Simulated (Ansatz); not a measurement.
`BN[SiH](F)F` and `F[SiH2]F` differ in one atom or group.

Ansatz, PBE0-D4/def2-TZVP geometries, multiplicity 1. Each molecule was computed in one conformer, which needn't be the lowest.

```json
{"property": "zero-point energy (PBE0-D4/def2-TZVP) / kJ/mol", "`BN[SiH](F)F`": "141.7"}
{"property": "size of the dipole moment (ωB97M-V/def2-TZVPP) / D", "`BN[SiH](F)F`": "0.90"}
{"property": "ideal-gas entropy at 298 K and 1 bar (rigid rotor, harmonic PBE0-D4/def2-TZVP) / J/(mol·K)", "`BN[SiH](F)F`": "336"}
{"property": "HOMO–LUMO gap (PBE/def2-TZVPP) / eV", "`BN[SiH](F)F`": "6.38"}
{"property": "HOMO–LUMO gap (B3LYP/def2-TZVPP) / eV", "`BN[SiH](F)F`": "8.42"}
{"property": "LUMO energy (B3LYP/def2-TZVPP) / eV", "`BN[SiH](F)F`": "-0.82"}
```

What does the change do to each property? (Estimate.)

Ansatz gave: 
| property | `F[SiH2]F` | shift |
| --- | --- | --- |
| zero-point energy (PBE0-D4/def2-TZVP) / kJ/mol | 60.3 | -81.4 |
| size of the dipole moment (ωB97M-V/def2-TZVPP) / D | 1.43 | 0.53 |
| ideal-gas entropy at 298 K and 1 bar (rigid rotor, harmonic PBE0-D4/def2-TZVP) / J/(mol·K) | 262 | -74 |
| HOMO–LUMO gap (PBE/def2-TZVPP) / eV | 7.78 | 1.40 |
| HOMO–LUMO gap (B3LYP/def2-TZVPP) / eV | 9.73 | 1.31 |
| LUMO energy (B3LYP/def2-TZVPP) / eV | 0.04 | 0.86 |

With PBE0 the HOMO falls by 0.45 eV and the LUMO rises by 0.90 eV, so the gap widens by about 1.35 eV. PBE moves the HOMO by -0.40 eV and ωB97M-V by -0.39 eV. The zero-point energy changes by -81.4 kJ/mol with -12 modes. Dipoles are sizes alone; their direction can turn. Modes under 60 cm⁻¹, often nearly free rotors, make the harmonic entropy too high.

B3LYP here is the variant with VWN-RPA as its local correlation; programs differ in this.
